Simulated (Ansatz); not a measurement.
Reaction (redistribution): `C[SiH2]P` + `C[SiH2][SiH2]O` → `O[SiH2][SiH2]P` + `C[SiH2]C`

Computed with Ansatz on PBE0-D4/def2-TZVP structures; ΔE is electronic, products minus reactants. CCSD(T)/CBS adds triple-zeta CCSD(T) − MP2 to the extrapolated MP2 energy (def2 sets, frozen cores). Functionals use def2-TZVPP. B3LYP here is the variant with VWN-RPA as its local correlation; programs differ in this. Each species was taken in one conformer, which may not be the lowest.

`C[SiH2]P`:

Cartesian coordinates in Å:
```
C 0.200 -0.372 -1.466
Si -0.133 0.649 0.066
P 0.597 -0.474 1.885
H -0.103 0.172 -2.364
H -0.356 -1.312 -1.435
H 1.263 -0.608 -1.551
H -1.580 0.986 0.155
H 0.633 1.925 0.018
H -0.022 0.413 2.805
H -0.499 -1.379 1.887
```

`C[SiH2][SiH2]O`:

```xyz
12

C    -1.408   -0.542    1.165
Si   -0.683   -0.482   -0.566
Si    1.147    0.981   -0.703
O     2.389    0.517    0.294
H    -1.785    0.439    1.459
H    -0.647   -0.842    1.890
H    -2.233   -1.256    1.219
H    -1.718   -0.052   -1.551
H    -0.229   -1.846   -0.972
H     1.606    1.079   -2.121
H     0.773    2.343   -0.241
H     2.786   -0.339    0.126
```

`O[SiH2][SiH2]P`:

```xyz
11

O     1.829   -0.708    0.428
Si    0.256   -1.020    0.841
Si   -1.039   -0.016   -0.824
P    -0.497    2.156   -1.135
H     2.516   -1.055    0.998
H     0.014   -2.489    0.950
H    -0.079   -0.426    2.169
H    -0.868   -0.717   -2.126
H    -2.479   -0.082   -0.449
H    -0.553    2.461    0.252
H     0.900    1.897   -1.103
```

`C[SiH2]C`:

```xyz
11

C    -1.493   -0.324    0.408
Si   -0.077    0.222   -0.687
C     1.562    0.123    0.212
H    -2.445   -0.264   -0.123
H    -1.563    0.306    1.298
H    -1.355   -1.358    0.736
H    -0.311    1.624   -1.141
H    -0.029   -0.637   -1.905
H     1.560    0.763    1.098
H     2.383    0.444   -0.433
H     1.768   -0.900    0.536
```

| level | ΔE (kJ/mol) | difference from CCSD(T)/CBS |
| --- | --- | --- |
| PBE-D4 | -7.0 | 1.3 |
| r2SCAN-D4 | -7.7 | 0.6 |
| PBE0-D4 | -7.7 | 0.6 |
| B3LYP-D4 | -8.3 | 0.0 |
| ωB97X-V | -7.4 | 0.9 |
| ωB97M-V | -8.1 | 0.2 |
| B2PLYP | -7.5 | 0.8 |
| PBE | -6.0 | 2.3 |
| r2SCAN | -7.4 | 0.9 |
| PBE0 | -6.8 | 1.5 |
| B3LYP | -6.7 | 1.6 |
| HF/def2-TZVPP | -7.8 | 0.5 |
| MP2/def2-TZVPP | -8.5 | -0.2 |
| SCS-MP2/def2-TZVPP | -8.0 | 0.3 |
| CCSD/def2-TZVPP | -8.0 | 0.3 |
| CCSD(T)/def2-TZVPP | -8.0 | 0.3 |
| HF/def2-QZVPP | -7.6 | 0.7 |
| MP2/def2-QZVPP | -8.6 | -0.3 |
| SCS-MP2/def2-QZVPP | -8.0 | 0.3 |
| HF/CBS(def2) | -7.6 | 0.7 |
| MP2/CBS(def2) | -8.8 | -0.5 |
| CCSD/CBS(def2) | -8.3 | 0.0 |
| CCSD(T)/CBS | -8.3 | 0 |

Largest T1 diagnostic among the species: 0.013.
